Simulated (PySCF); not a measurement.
Al(Me)2(F) cation (C2H6AlF), SMILES [F][Al]([CH3])[CH3] (connectivity only; charge and spin as stated), charge +1, multiplicity 2.

The structure is a stationary point at PBE0-D3(BJ)/def2-SVP. The spin state was assumed, not searched. The isomer is the one that the SMILES or the coordinates give; other isomers of the formula were not compared.

Level of theory: PBE/def2-TZVP (PySCF).

Gas-phase values at a fixed geometry.

**Question.** Estimate the frontier levels, dipole moment and polarisability. (An estimate is asked for; the answer gives what the named calculation found.)

**Answer.** 
| Item | Result |
|---|---|
| α spin, highest occupied and lowest empty level | -13.00 and -6.81 eV |
| β spin, highest occupied and lowest empty level | -14.01 and -11.82 eV |
| dipole moment about the centre of nuclear charge | 3.97 D |
| mean static polarisability | 56.0 bohr³ (8.30 Å³) |
| polarisability, principal values | 36.9, 46.1, 85.0 bohr³ |
| ⟨S²⟩ | 0.755 (pure state 0.75) |
